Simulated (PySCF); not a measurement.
Input of a response calculation (the driver script's job line, then coordinates in Å):

```
{"job": {"kind": "uv", "xc": "CAM-B3LYP", "basis": "def2-SVPD", "nstates": 8, "ntriplets": 3}, "charge": 0, "multiplicity": 1}
C      2.886416     0.368526     0.105274
Si     1.234151    -0.547610    -0.049665
C     -0.100568     0.736407    -0.515646
C     -1.403659     0.113290    -0.947345
Si    -2.479246    -0.688895     0.410380
Br    -2.604231     1.519865    -1.709208
H      2.838894     1.152977     0.855094
H      3.179313     0.829062    -0.834327
H      3.677777    -0.314853     0.395930
H      0.888014    -1.191506     1.223050
H      1.308552    -1.565639    -1.106733
H      0.294539     1.356965    -1.326663
H     -0.276337     1.409465     0.327137
H     -1.244061    -0.558319    -1.790887
H     -1.752166    -1.827092     0.970533
H     -2.732498     0.341811     1.414352
H     -3.721889    -1.122424    -0.222844
```

Method: TDDFT CAM-B3LYP/def2-SVPD, vertical, gas phase, core orbitals frozen in the response in PySCF 2.14.0, density-fitted response routines. Job line and output are in the format of a driver script around the code.

Task: What does the script print for it, SCF cycles aside?

Result: 
```
converged SCF energy = -3273.5667890750

Static polarisability (au): isotropic 113.517, principal 92.352 111.727 136.471

Singlet excitations
state   eV       nm        f      main configurations
  1   5.5917    221.7   0.00569   H->L 0.90
  2   5.7713    214.8   0.00578   H-1->L 0.87
  3   7.1892    172.5   0.12561   H-2->L 0.62, H->L+2 0.14
  4   7.2737    170.5   0.06855   H->L+2 0.47, H->L+1 0.23, H-2->L 0.15
  5   7.4615    166.2   0.09826   H-1->L+2 0.50, H-1->L+1 0.29
  6   7.8211    158.5   0.02158   H-5->L 0.18, H->L+1 0.12, H-3->L 0.12
  7   7.8822    157.3   0.00401   H-5->L 0.23, H->L+1 0.15, H-3->L 0.09
  8   7.9311    156.3   0.00979   H-2->L+1 0.16, H-1->L+1 0.15, H->L+1 0.11

Triplet excitations (Tamm-Dancoff, eV): 4.9851 5.1717 6.1225
```

The structure is a single GFN2-xTB conformer in the gas phase; no vibrational or solvent corrections. The CAM-B3LYP/def2-SVPD calculation is non-relativistic and has no spin–orbit coupling, an omission that weighs most on bromine.

H and L stand for HOMO and LUMO.

The values belong to the conformer `[CH3:1][SiH2:2][CH2:3][C@@H:4]([SiH3:5])[Br:6]`: C1–Si2–C3–C4 168°, Si2–C3–C4–Si5 73°.
